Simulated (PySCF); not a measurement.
**Fe(2+) (iron, charge +2) across methods**

[Ar] 3d5 4p1, high-spin 7P determinant (an excited configuration). All numbers are calculated (PySCF 2.14, scalar relativity by spin-free X2C-1e, in aug-cc-pVQZ-DK (9s8p6d4f3g2h, 140 functions)).

```json
{"method": "PBE", "E (hartree)": "-1271.101", "mean ε 3p β (eV)": "-82.622", "mean ε 3d α (eV)": "-34.954", "mean ε 4p α (eV)": "-17.579", "Σ⟨r²⟩ (bohr²)": "22.10", "⟨S²⟩": "12.000"}
{"method": "UHF", "E (hartree)": "-1270.23904", "mean ε 3p β (eV)": "-93.695", "mean ε 3d α (eV)": "-45.945", "mean ε 4p α (eV)": "-19.902", "Σ⟨r²⟩ (bohr²)": "22.47", "⟨S²⟩": "12.001"}
{"method": "M06-2X", "E (hartree)": "-1271.368", "mean ε 3p β (eV)": "-89.101", "mean ε 3d α (eV)": "-40.743", "mean ε 4p α (eV)": "-18.964", "Σ⟨r²⟩ (bohr²)": "22.15", "⟨S²⟩": "12.001"}
{"method": "PBE0", "E (hartree)": "-1271.141", "mean ε 3p β (eV)": "-85.804", "mean ε 3d α (eV)": "-37.885", "mean ε 4p α (eV)": "-18.268", "Σ⟨r²⟩ (bohr²)": "22.12", "⟨S²⟩": "12.000"}
{"method": "BLYP", "E (hartree)": "-1271.407", "mean ε 3p β (eV)": "-82.553", "mean ε 3d α (eV)": "-34.702", "mean ε 4p α (eV)": "-17.403", "Σ⟨r²⟩ (bohr²)": "22.10", "⟨S²⟩": "12.001"}
{"method": "MN15", "E (hartree)": "-1272.092", "mean ε 3p β (eV)": "-87.570", "mean ε 3d α (eV)": "-38.532", "mean ε 4p α (eV)": "-18.618", "Σ⟨r²⟩ (bohr²)": "22.16", "⟨S²⟩": "12.000"}
{"method": "r2SCAN", "E (hartree)": "-1271.331", "mean ε 3p β (eV)": "-83.430", "mean ε 3d α (eV)": "-35.561", "mean ε 4p α (eV)": "-17.693", "Σ⟨r²⟩ (bohr²)": "22.01", "⟨S²⟩": "12.001"}
```

Estimate the same row for LDA.

E (hartree) = -1268.771; mean ε 3p β (eV) = -82.746; mean ε 3d α (eV) = -35.173; mean ε 4p α (eV) = -17.658; Σ⟨r²⟩ (bohr²) = 22.01; ⟨S²⟩ = 12.000.
